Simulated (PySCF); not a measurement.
F$_{2}$Mn (SMILES [F][Mn][F]), sextet, at a GFN2-xTB geometry (such geometries of metal compounds can be far from the true shape); PBE/def2-SVP (PySCF).

Input for PySCF:
```python
from pyscf import gto, scf, dft

mol = gto.M(
    atom='''
Mn    0.00978932    0.00026683   -0.00171777
F    -0.24180904    1.28198867   -1.09896899
F     0.21461649   -1.28272985    1.10374058
''',
    basis='def2-svp',
    spin=5,
    verbose=4,
)

mf = dft.UKS(mol)
mf.xc = 'pbe'
mf.kernel()
mf.analyze()
```

What the program printed (banner, timings and long lists left out):

```
PySCF version 2.14.0

[INPUT] verbose = 4
[INPUT] num. atoms = 3
[INPUT] num. electrons = 43
[INPUT] charge = 0
[INPUT] spin (= nelec alpha-beta = 2S) = 5
[INPUT] symmetry False subgroup None
[INPUT] Mole.unit = angstrom
[INPUT] Symbol           X                Y                Z      unit          X                Y                Z       unit  Magmom
[INPUT]  1 Mn     0.009789320000   0.000266830000  -0.001717770000 AA    0.018499133746   0.000504235622  -0.003246114845 Bohr   0.0
[INPUT]  2 F     -0.241809040000   1.281988670000  -1.098968990000 AA   -0.456952860044   2.422607481095  -2.076750410490 Bohr   0.0
[INPUT]  3 F      0.214616490000  -1.282729850000   1.103740580000 AA    0.405566387915  -2.424008108304   2.085767408769 Bohr   0.0

nuclear repulsion = 152.156914087329
number of shells = 23
number of NR pGTOs = 121
number of NR cGTOs = 59
basis = def2-svp
ecp = {}

******** <class 'pyscf.dft.uks.UKS'> ********
method = UKS
initial guess = minao
damping factor = 0
level_shift factor = 0
DIIS = <class 'pyscf.scf.diis.CDIIS'>
diis_start_cycle = 1
diis_space = 8
diis_damp = 0
SCF conv_tol = 1e-09
SCF conv_tol_grad = None
SCF max_cycles = 50
direct_scf = True
direct_scf_tol = 1e-13
number electrons alpha = 24  beta = 19
XC library pyscf.dft.libxc version 7.1.2
    S. Lehtola, C. Steigemann, M. J. T. Oliveira, and M. A. L. Marques,  SoftwareX 7, 1–5 (2018)
XC functionals = pbe
    J. P. Perdew, K. Burke, and M. Ernzerhof,  Phys. Rev. Lett. 77, 3865 (1996)
    J. P. Perdew, K. Burke, and M. Ernzerhof,  Phys. Rev. Lett. 78, 1396 (1997)
    J. P. Perdew, K. Burke, and M. Ernzerhof,  Phys. Rev. Lett. 77, 3865 (1996)
    J. P. Perdew, K. Burke, and M. Ernzerhof,  Phys. Rev. Lett. 78, 1396 (1997)
radial grids:
    Treutler-Ahlrichs [JCP 102, 346 (1995); DOI:10.1063/1.469408] (M4) radial grids

becke partition: Becke, JCP 88, 2547 (1988); DOI:10.1063/1.454033
pruning grids: <function nwchem_prune>
grids dens level: 3
symmetrized grids: False
atomic radii adjust function: <function treutler_atomic_radii_adjust>
small_rho_cutoff = 0
Set gradient conv threshold to 3.16228e-05
tot grids = 49432
init E= -1349.00979937577

cycle= 1 E= -1342.97864795669  delta_E= 6.03  |g|= 2.14  |ddm|= 9.67

cycle= 2 E= -1318.96551578382  delta_E=   24  |g|= 5.91  |ddm|= 8.82

cycle= 3 E= -1336.06552519375  delta_E= -17.1  |g|= 4.31  |ddm|= 4.41
cycle= 4 E= -1337.38647860642  delta_E= -1.32  |g|= 4.41  |ddm|= 0.433
cycle= 5 E= -1337.2694848459  delta_E= 0.117  |g|= 4.41  |ddm|= 0.0329

cycle= 6 E= -1337.32870944029  delta_E= -0.0592  |g|= 4.46  |ddm|= 0.994

cycle= 7 E= -1337.96528795817  delta_E= -0.637  |g|= 4.38  |ddm|= 0.376

cycle= 8 E= -1338.03936155548  delta_E= -0.0741  |g|= 4.38  |ddm|= 0.0689

cycle= 9 E= -1338.05414581316  delta_E= -0.0148  |g|= 4.38  |ddm|= 0.0377

cycle= 10 E= -1286.24858122692  delta_E= 51.8  |g|= 9.41  |ddm|= 12.8

cycle= 11 E= -1341.47509125954  delta_E= -55.2  |g|= 3.25  |ddm|= 10.2

cycle= 12 E= -1344.02667917617  delta_E= -2.55  |g|= 3.74  |ddm|=   10

cycle= 13 E= -1345.7292982113  delta_E= -1.7  |g|= 3.06  |ddm|= 1.32
cycle= 14 E= -1349.28394719924  delta_E= -3.55  |g|= 1.39  |ddm|= 1.86
cycle= 15 E= -1349.37573240251  delta_E= -0.0918  |g|= 1.34  |ddm|= 1.62
cycle= 16 E= -1349.97588294374  delta_E= -0.6  |g|= 0.404  |ddm|= 0.949
cycle= 17 E= -1350.00330033778  delta_E= -0.0274  |g|= 0.267  |ddm|= 0.31
cycle= 18 E= -1350.03436532395  delta_E= -0.0311  |g|= 0.071  |ddm|= 0.251
cycle= 19 E= -1350.03632765856  delta_E= -0.00196  |g|= 0.0069  |ddm|= 0.056
cycle= 20 E= -1350.03634215129  delta_E= -1.45e-05  |g|= 0.00234  |ddm|= 0.00642
cycle= 21 E= -1350.03634358943  delta_E= -1.44e-06  |g|= 0.000481  |ddm|= 0.00164
cycle= 22 E= -1350.03634368684  delta_E= -9.74e-08  |g|= 0.000115  |ddm|= 0.000453
cycle= 23 E= -1350.0363436924  delta_E= -5.57e-09  |g|= 1.47e-05  |ddm|= 0.000116
cycle= 24 E= -1350.03634369248  delta_E= -7.39e-11  |g|= 5.92e-06  |ddm|= 1.48e-05
Extra cycle  E= -1350.03634369238  delta_E= 1.03e-10  |g|= 1.78e-05  |ddm|= 1.82e-05
converged SCF energy = -1350.03634369238  <S^2> = 8.7585028  2S+1 = 6.0028336
**** SCF Summaries ****
Total Energy =                       -1350.036343692375112
Nuclear Repulsion Energy =             152.156914087328744
One-electron Energy =                -2168.989233044699631
Two-electron Energy =                  666.795975264995718
Two-electron Coulomb Energy =          739.534647921716214
DFT Exchange-Correlation Energy =      -72.738672656720468
**** MO energy ****
                             alpha | beta                alpha | beta
MO #1   energy= -234.190019925118  | -234.188962807222  occ= 1 | 1
MO #2   energy= -26.9120731583454  | -26.8452232782994  occ= 1 | 1
MO #3   energy= -24.2054837509972  | -24.2018233655265  occ= 1 | 1
MO #4   energy= -24.2053501385186  | -24.2016904501646  occ= 1 | 1
MO #5   energy= -23.0705648068362  | -23.017765193739   occ= 1 | 1
MO #6   energy= -23.0705620607546  | -23.0175635031653  occ= 1 | 1
MO #7   energy= -23.0642289466774  | -23.0175613844222  occ= 1 | 1
MO #8   energy= -3.11562066758484  | -2.94686276510255  occ= 1 | 1
MO #9   energy= -2.02223162865281  | -1.86127562918165  occ= 1 | 1
MO #10  energy= -2.02222746451707  | -1.85098704957149  occ= 1 | 1
MO #11  energy= -2.01575662975865  | -1.85098475737622  occ= 1 | 1
MO #12  energy= -0.99715234756255  | -0.988506629520314 occ= 1 | 1
MO #13  energy= -0.97811700406839  | -0.969089248474958 occ= 1 | 1
MO #14  energy= -0.402822440489667 | -0.374817803068399 occ= 1 | 1
MO #15  energy= -0.364019348112207 | -0.325085733849713 occ= 1 | 1
MO #16  energy= -0.363985593795643 | -0.325045481284565 occ= 1 | 1
MO #17  energy= -0.319861225047258 | -0.314279620837018 occ= 1 | 1
MO #18  energy= -0.319721176926251 | -0.307703708731487 occ= 1 | 1
MO #19  energy= -0.319707440473131 | -0.307690848631513 occ= 1 | 1
MO #20  energy= -0.284475529921258 | -0.126411677695489 occ= 1 | 0
MO #21  energy= -0.284475221572281 | -0.122811021810485 occ= 1 | 0
MO #22  energy= -0.223282410106228 | -0.122810970372657 occ= 1 | 0
MO #23  energy= -0.212428108581735 | -0.0850857757142129 occ= 1 | 0
MO #24  energy= -0.212387372486012 | -0.0850575698507538 occ= 1 | 0
MO #25  energy= -0.0328663245886736 | 0.015026125695484  occ= 0 | 0
MO #26  energy= 0.0248346500909667 | 0.0821849400819616 occ= 0 | 0
MO #27  energy= 0.0248972006818046 | 0.0821929322790289 occ= 0 | 0
MO #28  energy= 0.107667986776648  | 0.157458819755874  occ= 0 | 0
MO #29  energy= 0.205331303079996  | 0.233619337652424  occ= 0 | 0
MO #30  energy= 0.776105966736135  | 0.885507358182872  occ= 0 | 0
MO #31  energy= 0.776106397705763  | 0.885507774725479  occ= 0 | 0
MO #32  energy= 0.822172167930469  | 0.892046896202852  occ= 0 | 0

To work with the spin densities directly, `use mulliken_meta_spin()` only printing them here.

 ** Mulliken spin pop alpha/beta on meta-lowdin orthogonal AOs **
 ** Mulliken Spin Density (per AO)  **
spin_pop of  0 Mn 1s        0.00000
spin_pop of  0 Mn 2s        0.00000
spin_pop of  0 Mn 3s        0.00005
spin_pop of  0 Mn 4s        0.39880
spin_pop of  0 Mn 5s        0.01205
spin_pop of  0 Mn 2px      -0.00000
spin_pop of  0 Mn 2py      -0.00000
spin_pop of  0 Mn 2pz      -0.00000
spin_pop of  0 Mn 3px       0.00001
spin_pop of  0 Mn 3py      -0.00002
spin_pop of  0 Mn 3pz      -0.00001
spin_pop of  0 Mn 4px       0.00733
spin_pop of  0 Mn 4py       0.00392
spin_pop of  0 Mn 4pz       0.00484
spin_pop of  0 Mn 3dxy      0.91288
spin_pop of  0 Mn 3dyz      0.69697
spin_pop of  0 Mn 3dz^2     0.89356
spin_pop of  0 Mn 3dxz      0.93508
spin_pop of  0 Mn 3dx2-y2    0.86658
spin_pop of  0 Mn 4dxy      0.00030
spin_pop of  0 Mn 4dyz      0.00058
spin_pop of  0 Mn 4dz^2     0.00037
spin_pop of  0 Mn 4dxz      0.00023
spin_pop of  0 Mn 4dx2-y2    0.00033
spin_pop of  0 Mn 4f-3     -0.00000
spin_pop of  0 Mn 4f-2      0.00000
spin_pop of  0 Mn 4f-1     -0.00000
spin_pop of  0 Mn 4f+0      0.00000
spin_pop of  0 Mn 4f+1      0.00000
spin_pop of  0 Mn 4f+2     -0.00000
spin_pop of  0 Mn 4f+3      0.00000
spin_pop of  1 F 1s       -0.00000
spin_pop of  1 F 2s        0.00244
spin_pop of  1 F 3s        0.00043
spin_pop of  1 F 2px       0.06250
spin_pop of  1 F 2py       0.02831
spin_pop of  1 F 2pz       0.03841
spin_pop of  1 F 3px      -0.00001
spin_pop of  1 F 3py       0.00065
spin_pop of  1 F 3pz       0.00047
spin_pop of  1 F 3dxy     -0.00002
spin_pop of  1 F 3dyz     -0.00004
spin_pop of  1 F 3dz^2    -0.00003
spin_pop of  1 F 3dxz     -0.00001
spin_pop of  1 F 3dx2-y2   -0.00002
spin_pop of  2 F 1s       -0.00000
spin_pop of  2 F 2s        0.00244
spin_pop of  2 F 3s        0.00043
spin_pop of  2 F 2px       0.06410
spin_pop of  2 F 2py       0.02807
spin_pop of  2 F 2pz       0.03705
spin_pop of  2 F 3px      -0.00002
spin_pop of  2 F 3py       0.00065
spin_pop of  2 F 3pz       0.00048
spin_pop of  2 F 3dxy     -0.00002
spin_pop of  2 F 3dyz     -0.00004
spin_pop of  2 F 3dz^2    -0.00003
spin_pop of  2 F 3dxz     -0.00001
spin_pop of  2 F 3dx2-y2   -0.00002
 ** Mulliken Spin Density (per atom)  **
spin density of  0 Mn =      4.73384
spin density of  1 F =      0.13308
spin density of  2 F =      0.13308
 ** Mulliken pop alpha/beta on meta-lowdin orthogonal AOs **
 ** Mulliken pop       alpha | beta **
In total            24.00000 | 19.00000
 ** Mulliken atomic charges   ( Nelec_alpha | Nelec_beta ) **
charge of  0Mn =      1.11293  (    14.31046      9.57661 )
charge of  1F =     -0.55647  (     4.84477      4.71170 )
charge of  2F =     -0.55646  (     4.84477      4.71169 )
Dipole moment(X, Y, Z, Debye):  0.08505,  0.00223, -0.01484
```
